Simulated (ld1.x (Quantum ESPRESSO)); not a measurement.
## Be (Z = 4): excitation energies, all-electron against ultrasoft

* Element: beryllium (Be)
* Generator: ld1.x (Quantum ESPRESSO) 7.5
* Type: ultrasoft
* Functional: PBE
* Relativity: scalar-relativistic
* Frozen core: none
* Valence charge: 4
* Reference configuration: 1s2 2s0 2p0 (charge +2)
* Partial waves: 1s (bound): rcut 0.65, rcutus 0.75 bohr; 2s (bound, empty): rcut 0.65, rcutus 0.75 bohr; 2p (bound, empty): rcut 1.60, rcutus 2.00 bohr; 2p channel at 2.75 Ry: rcut 1.60, rcutus 2.00 bohr; 3d channel at 0.05 Ry: rcut 1.95, rcutus 2.10 bohr; 3d channel at 0.95 Ry: rcut 1.95, rcutus 2.10 bohr
* Local potential: all-electron potential smoothed inside 2.00 bohr (lloc = -1)
* Core correction: none
* Augmentation charge: built from norm-conserving waves at rcut, not smoothed further

Energies are relative to the spin-unpolarised reference configuration 1s2 2s0 2p0; without spin polarisation the order of configurations can differ from experiment.

```tsv
valence configuration	charge	ΔE all-electron (eV)	error AE − PS (meV)
1s2 2s1 2p0	+1	-17.948	-2084
1s2 2s1.5 2p0	+0.5	-23.738	-2667
1s2 2s1 2p1	0	-23.887	-1640
1s1 2s2 2p0	+1	100.783	-6472
1s2 2s0 2p2	0	-20.248	-238
1s2 2s0 2p1	+1	-14.039	-88
```

(1) What are ΔE and the potential's error for 1s2 2s2 2p0?

Levels in the configuration 1s2 2s1 2p1:

```csv
level,all-electron (eV),pseudo (eV)
1s,-107.633,-109.168
2s,-6.165,-5.066
2p,-2.535,-2.829
```

A Bessel basis up to 400 Ry misses an occupied level by 1.73 Ry, so cutoffs and ghosts were not judged.

Results:

(1) ΔE = -27.499 eV all-electron; the error (AE − PS) is -3022 meV.

These tests converged, but a pseudo level misses the all-electron one widely, so the file describes the atom poorly there or has found another state: 1s1 2s2 2p0: 2s by 2.2 eV; 1s2 2s0 2p1: empty 2s by 2.1 eV.
